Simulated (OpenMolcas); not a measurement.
## 3s2 3p3 along the 15-electron sequence

```yaml
Program: OpenMolcas
Method: SS-CASPT2, IPEA 0.25 Eh, imaginary shift 0.1 Eh
Basis: ANO-RCC-VQZP
Scalar_Hamiltonian: DKH2, point nucleus
Spin-orbit_coupling: RASSI with atomic mean-field integrals over the reference wave functions, term energies averaged over their components
```

Active space for each ion: 5 electrons in 8 orbitals (3s 3p 4s 4p); closed shells correlated by CASPT2: 2s 2p.

Computed levels in cm-1 above 4S* 3/2:

| Level | P | S+ | Cl2+ | Ar3+ |
| --- | --- | --- | --- | --- |
| 2D* 3/2 | 11920 | 15480 | 18800 | 21790 |
| 2D* 5/2 | 11940 | 15510 | 18860 | 21920 |
| 2P* 1/2 | 18990 | 24960 | 30440 | 35530 |
| 2P* 3/2 | 19000 | 24980 | 30500 | 35660 |
| weight of 4S* in the lowest level (%) | 100 | 100 | 100 | 100 |

Measured, with the error of the calculation in %. Measured levels: P, S+ from NIST Handbook of Basic Atomic Spectroscopic Data; Cl2+ from Moore, Atomic Energy Levels, vol. I, NSRDS-NBS 35 (1971 reprint of NBS Circular 467, 1949); Ar3+ from Saloman, J. Phys. Chem. Ref. Data 39, 033101 (2010).

| Level | P | S+ | Cl2+ | Ar3+ |
| --- | --- | --- | --- | --- |
| 2D* 3/2 | 11361 (+4.9) | 14853 (+4.2) | 18053 (+4.1) | 21091 (+3.3) |
| 2D* 5/2 | 11377 (+4.9) | 14885 (+4.2) | 18120 (+4.1) | 21220 (+3.3) |
| 2P* 1/2 | 18723 (+1.4) | 24525 (+1.8) | 29812 (+2.1) | 34855 (+1.9) |
| 2P* 3/2 | 18748 (+1.4) | 24572 (+1.7) | 29907 (+2.0) | 35032 (+1.8) |

2D* 3/2 changes by a factor of 1.83 over the same range, with steps per unit of Z of +3560, +3320, +2990 cm-1.

CASPT2 breaks the degeneracy within a term, and the mean is taken; among the terms shown or strongly mixed into the levels shown the widest spread is 120 cm-1 (3s2 3p3 2D*, Cl2+). Over all roots computed the reference weight is 0.83 to 0.96 in S+, 0.85 to 0.96 in Cl2+, 0.86 to 0.96 in Ar3+; the roots of lowest weight are the least certain, and an intruder state may touch them. The run also gave levels led by 3s2 3p2 4s, which use shells meant for correlation; these and all levels above them are left out (holds for P). No level of 3s 3p4 was computed, though it lies in the active space (holds for P). Active for correlation alone: 4p 4s; no level in the range computed is led by a configuration that fills them, so any true level of that kind is missing (holds for S+; Cl2+; Ar3+). Computed and measured levels are paired by configuration, term and J; levels that our copy of the source lacks, or whose pairing is in doubt (as where it misses far off the trend of its configuration), stay unpaired and out of the deviations. Only configurations of the active space appear.

* marks odd parity.
